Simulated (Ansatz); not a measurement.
Species: H₁₄Ge₂Si₄, SMILES `[SiH3][SiH2][GeH2][SiH2][GeH2][SiH3]` (charge 0, multiplicity 1).

### Question
Give a relaxed geometry from PBE-D3(BJ)/def2-SVP (Ansatz, an electronic-structure program).

### Answer
One answer among several that fit: the end point of this relaxation, one of several conformers (outside a Z-matrix the atoms follow the SMILES, hydrogens last).
Z-matrix (Å, degrees):
```
Si
H 1 1.5080
H 1 1.5081 2 107.75
Ge 1 2.3959 2 109.10 3 -118.20
H 4 1.5549 1 109.55 2 -61.01
H 4 1.5552 5 107.28 1 118.76
Ge 1 2.3961 2 109.34 3 118.48
H 7 1.5544 1 109.35 2 62.51
H 7 1.5544 8 107.44 1 -118.32
Si 7 2.3945 8 110.09 9 -119.86
H 10 1.5052 7 109.39 8 -179.96
H 10 1.5054 11 108.68 7 -119.44
H 10 1.5058 11 108.87 12 -118.45
Si 4 2.3978 5 109.59 6 118.78
H 14 1.5079 4 108.90 5 62.03
H 14 1.5080 15 108.01 4 -117.97
Si 14 2.3516 15 110.16 16 -120.22
H 17 1.5059 14 109.50 15 179.65
H 17 1.5060 18 108.57 14 -119.55
H 17 1.5066 18 108.77 19 -118.20
```
